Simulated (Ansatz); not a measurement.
## One arrangement of a pair

The pair of H₂Te (SMILES [TeH2], atoms 1–3) and AsH₃ (SMILES [AsH3], atoms 4–7), both closed shells, in one local arrangement (a lower one may exist), relaxed at PBE0-D4/def2-TZVP:

```
7
angstrom
Te -0.4858 0.5031 -2.2165
H 0.1542 -1.0196 -2.1407
H -0.5757 0.3965 -3.8728
As 0.1556 -0.0637 1.4425
H -0.2055 1.2389 2.1365
H -0.5405 -0.9036 2.5009
H 1.4978 -0.1516 2.1501
```

Computed with Ansatz 0.2.0 (basis: def2-TZVPPD, with def2-QZVPPD for the basis limit); correlated methods freeze the cores. Filled d shells of the heavier atoms are correlated. Core potentials replace the inner electrons of the atoms past krypton. The def2 sets are not built for correlating such inner shells, so the correlated values are less sure here. Extrapolation: Hartree–Fock as exp(−7.88 √X), correlation as X^−2.97. Interaction energies count from these two fragments, frozen as in the pair, with the counterpoise correction; negative means bound.

(1) What is the interaction energy by CCSD(T) at an estimated basis limit (MP2 extrapolated from triple and quadruple zeta, plus CCSD(T) − MP2 in triple zeta)? (Judge from chemistry; the value comes from the calculation.)

T1 diagnostic: at most 0.012.

Results:

(1) Computed: -7.4 kJ/mol. Hartree–Fock alone gives 3.8 kJ/mol at the basis limit, so without correlation the pair would not bind at this distance. Plain CCSD(T) in triple zeta gives -4.7 kJ/mol; the step to the limit is large here, so the limit is uncertain. It counts from the two fragments frozen as in the pair.

Basis-set superposition shift (counterpoise-corrected less uncorrected): CCSD(T) 2.6; MP2 2.7; HF 0.5; PBE0-D4 0.5; wB97M-V 0.7 kJ/mol.

For scale, one of the runs: CCSD(T)/def2-TZVPPD, 198 basis functions, launched by `ansatz run in.yaml --threads 4 --pin off --events-out ev --progress --plain --max-ram 9574MiB`. The run took 49 s on 4 CPU threads of an Intel Xeon Platinum 8488C (shared host), with 2.6 GiB of host memory at its peak.
